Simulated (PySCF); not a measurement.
**How methods differ on the excitation energy of Ne⁺**

Ne⁺ [He] 2s2 2p5 (2P) → Ne⁺ [He] 2s2 2p4 3d1 (high-spin determinant), as a difference of total energies. All numbers are calculated (PySCF 2.14, no relativity, point nucleus, in aug-cc-pVQZ with one added diffuse shell each of s, p, d, f, g type (7s6p5d4f3g, 105 functions)). Correlated levels: valence: 1s2 frozen. The calculations carry no spin-orbit coupling.

```json
{"method": "UHF", "excitation energy (eV)": "33.701"}
{"method": "LDA", "excitation energy (eV)": "35.067"}
{"method": "PBE", "excitation energy (eV)": "34.499"}
{"method": "PBE0", "excitation energy (eV)": "34.590"}
{"method": "r2SCAN", "excitation energy (eV)": "34.899"}
{"method": "revPBE", "excitation energy (eV)": "34.315"}
{"method": "M06-2X", "excitation energy (eV)": "34.920"}
{"method": "BHandHLYP", "excitation energy (eV)": "34.758"}
{"method": "r2SCAN0", "excitation energy (eV)": "34.890"}
{"method": "MP2 (valence)", "excitation energy (eV)": "35.210"}
{"method": "SCS-MP2 (valence)", "excitation energy (eV)": "35.254"}
```

Question: How much does correlation contribute at MP2 (valence)?

Answer: 35.210 − (33.701) = 1.509 eV, measured against UHF.

The promoted electron is Rydberg-like, and one or two diffuse shells describe it only roughly, which tends to raise the upper state.

The determinant of the upper state mixes LS terms, which raises its energy above the lowest term, most at the Hartree-Fock and MP2 levels.
